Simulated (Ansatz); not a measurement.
Consider the hydrogenolysis of the Si–Br bond: `[SiH3][SiH](S)Br` + H₂ → `[SiH3][SiH2]S` + HBr.

Calculated with Ansatz (gas phase, PBE0-D4/def2-TZVP geometries, no zero-point term in ΔE). CCSD(T)/CBS is the MP2 limit (def2-TZVPP, def2-QZVPP) plus CCSD(T) − MP2 in def2-TZVPP, frozen cores. This one scheme is used for every species. DFT in def2-TZVPP. For Br outer-core shells are correlated without core-valence functions, which leaves a few kJ/mol of doubt a bond. Scalar relativity is left out up to krypton. Each species was taken in one conformer, which may not be the lowest.

```csv
level,ΔE (kJ/mol),difference from CCSD(T)/CBS
LDA (SPW92),75.3,-6.1
CAM-B3LYP-D4,71.9,-9.5
ωB97X-V,75.3,-6.1
ωB97M-V,78.9,-2.5
B2PLYP,73.8,-7.6
revPBE,72.5,-8.9
r2SCANh,80.4,-1.0
CAM-B3LYP,65.1,-16.3
SCS-MP2/def2-TZVPP,77.5,-3.9
MP2/def2-QZVPP,90.6,9.2
CCSD(T)/CBS,81.4,0
```

Largest T1 diagnostic among the species: 0.012.

In def2-TZVPP, CCSD(T) changes the Hartree–Fock value by +12.6 kJ/mol (the triples alone add +4.5 kJ/mol) and MP2 by +25.7 kJ/mol. Leaving LDA and LC-ωPBE aside and taking each functional with its dispersion term where it has one, the values, not all of them listed here, spread over 12.3 kJ/mol, from CAM-B3LYP-D4 to revPBE-D4.

CCSD(T)/CBS has its own doubt, a few kJ/mol and more with outer-core shells, so smaller differences from it don't rank the levels.
